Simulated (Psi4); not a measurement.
Interaction energy of BCl3 ··· H3O+ (SMILES ClB(Cl)Cl and [OH3+]) (charge +1), singlet. Monomers: optimised at B3LYP-D3(BJ) (def2-TZVP), held rigid. Orientation: a higher rigid-body minimum at GFN2-xTB. R is the distance of the centres of mass, along which the second monomer moves.

Geometry at R = 4.52 Å (first 4 atoms: monomer A):
```
8

Cl    -0.8376     1.5310     0.0067
B      0.0003     0.0000    -0.0005
Cl    -0.9077    -1.4904     0.0064
Cl     1.7450    -0.0406    -0.0126
O     -0.7768     4.4579    -0.1258
H     -0.6603     3.4840    -0.0995
H     -1.0965     4.8352     0.7216
H     -1.2831     4.7689    -0.9065
```

- PBE/def2-TZVP, counterpoise-corrected (Psi4)
- PBE-D3(BJ)/def2-TZVP, counterpoise-corrected (Psi4)
- SAPT0/jun-cc-pVDZ, frozen core (Psi4)

Interaction energies in kJ/mol; the last columns give the difference from SAPT0:

```tsv
R / Å	PBE/def2-TZVP	PBE-D3(BJ)/def2-TZVP	SAPT0/jun-cc-pVDZ	PBE/def2-TZVP − SAPT0/jun-cc-pVDZ	PBE-D3(BJ)/def2-TZVP − SAPT0/jun-cc-pVDZ
4.12	-4.76	-9.25	21.79	-26.55	-31.04
4.29	-32.18	-36.27	-7.98	-24.20	-28.28
4.52	-42.09	-45.64	-21.84	-20.25	-23.80
4.74	-39.18	-42.26	-23.33	-15.86	-18.93
4.94	-33.30	-35.96	-21.32	-11.97	-14.64
5.25	-24.04	-26.12	-16.74	-7.30	-9.39
5.51	-17.84	-19.50	-13.13	-4.71	-6.37
6.03	-9.80	-10.80	-8.02	-1.78	-2.78
6.72	-4.77	-5.25	-4.51	-0.27	-0.74
7.73	-2.11	-2.27	-2.33	0.22	0.05
8.99	-1.03	-1.09	-1.22	0.19	0.13
```

PBE/def2-TZVP is furthest from SAPT0/jun-cc-pVDZ at 4.12 (-26.55 kJ/mol, below); its mean absolute difference over the points is 10.30 kJ/mol.

PBE-D3(BJ)/def2-TZVP is furthest from SAPT0/jun-cc-pVDZ at 4.12 (-31.04 kJ/mol, below); its mean absolute difference over the points is 12.38 kJ/mol.
